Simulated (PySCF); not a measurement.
C2H5Cd, SMILES C[CH2][Cd] (connectivity only; charge and spin as stated), neutral, multiplicity 2. Atoms are numbered in the order given.

```xyz
8

Cd    -0.0406    -0.7519     0.0000
C      0.7235     1.5832     0.0000
C     -0.4579     2.5158     0.0000
H      1.3300     1.5868     0.9019
H      1.3300     1.5868    -0.9019
H     -1.0871     2.3797    -0.8816
H     -1.0871     2.3797     0.8816
H     -0.1323     3.5650     0.0000
```
Charge 0, spin multiplicity 2.

The structure is a stationary point at B3LYP-D3(BJ)/def2-TZVP. The multiplicity is an assumed one; other spin states were not compared. The isomer is the one that the SMILES or the coordinates give; other isomers of the formula were not compared. The def2 effective core potentials stand for the cores of Cd; spin–orbit coupling is left out.

Computed with IEF-PCM-PBE0/def2-SVP (PySCF 2.14.0).

The values are the electrostatic part of the solvation free energy, E(continuum) − E(gas) at the gas-phase geometry, in a cavity of scaled van der Waals radii (PySCF's table); cavitation and dispersion terms are not included. A continuum can't describe solvent molecules that bind to the metal. The dipole moment in vacuum is 0.75 D.

Computed values in water (ε = 78.36), diethylether (ε = 4.24), ethylethanoate (ε = 5.99):
```json
[
 {"solvent": "water", "ε": "78.36", "ΔG(elec) (kcal/mol)": "-1.5", "dipole (D)": "0.32"},
 {"solvent": "diethylether", "ε": "4.24", "ΔG(elec) (kcal/mol)": "-1.1", "dipole (D)": "0.47"},
 {"solvent": "ethylethanoate", "ε": "5.99", "ΔG(elec) (kcal/mol)": "-1.2", "dipole (D)": "0.43"}
]
```
